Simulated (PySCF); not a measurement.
**How methods differ on the ionisation energy of Mo⁺**

Mo⁺ [Kr] 4d5 (6S) → Mo²⁺ [Kr] 4d4 (5D), as a difference of total energies. All numbers are calculated (PySCF 2.14, scalar relativity through the core potential, in aug-cc-pVDZ-PP with ECP28MDF (5s5p4d2f, 54 functions)). Correlated levels: valence: 4s2 4p6 frozen. The calculations carry no spin-orbit coupling.

| method | ionisation energy (eV) |
| --- | --- |
| UHF | 15.140 |
| r2SCAN | 16.333 |
| LDA | 16.674 |
| MP2 (valence) | 15.717 |
| SCS-MP2 (valence) | 15.332 |

Problem. How much does correlation contribute at MP2 (valence)?

Solution. 15.717 − (15.140) = 0.577 eV, measured against UHF.

The reference lies between the lowest fine-structure levels, while these numbers refer to the centres of the terms.

Errors of the correlated levels include the incompleteness of this basis and the frozen core.

For comparison: 16.16 ± 0.12 eV (semi-empirical (NIST evaluation); NIST Atomic Spectra Database, ionization energies).
